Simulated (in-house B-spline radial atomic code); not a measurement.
Configurations of neutral sulfur, with energies counted from [Ne] 3s2 (3p1/2)2 (3p3/2)2. Level of theory: Dirac-Hartree-Fock, average of each configuration as written, Fermi nucleus of rms radius 3.2611 fm; calculated with a B-spline radial code for spherical atoms. Energies include first-order Breit, QED and recoil terms.

Occupations are held fixed; configurations that lie above the ionisation limit could autoionise.

```json
{"configuration": "[Ne] 3s2 (3p1/2)1 (3p3/2)2 (6f7/2)1", "E - E(ref) (eV)": "10.095", "highest orbital": "6f7/2", "its <r> (bohr)": "47.97"}
{"configuration": "[Ne] 3s2 (3p1/2)1 (3p3/2)2 (7g9/2)1", "E - E(ref) (eV)": "10.196", "highest orbital": "7g9/2", "its <r> (bohr)": "63.5"}
{"configuration": "[Ne] 3s2 (3p3/2)3 (7f7/2)1", "E - E(ref) (eV)": "10.72", "highest orbital": "7f7/2", "its <r> (bohr)": "67.46"}
{"configuration": "[Ne] 3s1 (3p1/2)1 (3p3/2)3 (4d5/2)1", "E - E(ref) (eV)": "21.849", "highest orbital": "4d5/2", "its <r> (bohr)": "18.25"}
{"configuration": "[Ne] 3s1 (3p1/2)1 (3p3/2)3 (7g7/2)1", "E - E(ref) (eV)": "22.506", "highest orbital": "7g7/2", "its <r> (bohr)": "63.5"}
{"configuration": "[Ne] 3s1 (3p3/2)4 (7d3/2)1", "E - E(ref) (eV)": "23.238", "highest orbital": "7d3/2", "its <r> (bohr)": "67.5"}
{"configuration": "[He] 2s2 (2p1/2)2 (2p3/2)3 3s2 (3p3/2)4 (4f5/2)1", "E - E(ref) (eV)": "172.04", "highest orbital": "4f5/2", "its <r> (bohr)": "17.99"}
```

Question: Order these further configurations by energy, lowest first.
A. [He] 2s2 (2p1/2)2 (2p3/2)3 3s2 (3p3/2)4 (5g7/2)1
B. [Ne] 3s2 (3p1/2)2 (3p3/2)1 (5f7/2)1
C. [Ne] 3s1 (3p3/2)4 (6d5/2)1
D. [He] 2s2 (2p1/2)1 (2p3/2)4 3s2 (3p3/2)4 (4p3/2)1
E. [Ne] 3s2 (3p3/2)3 (5p1/2)1

Answer: E (9.8858 eV), B (10.276 eV), C (23.111 eV), D (170.55 eV), A (172.35 eV).

Question: How far above the reference does [He] 2s2 (2p1/2)1 (2p3/2)4 3s2 (3p3/2)4 (6g9/2)1 lie?

Answer: 172.59 eV; its least bound orbital is 6g9/2 with <r> = 44 bohr.

Question: How far above the reference does [Ne] 3s2 (3p3/2)4 lie?

Answer: 0.5444 eV; its least bound orbital is 3p3/2 with <r> = 2.077 bohr.
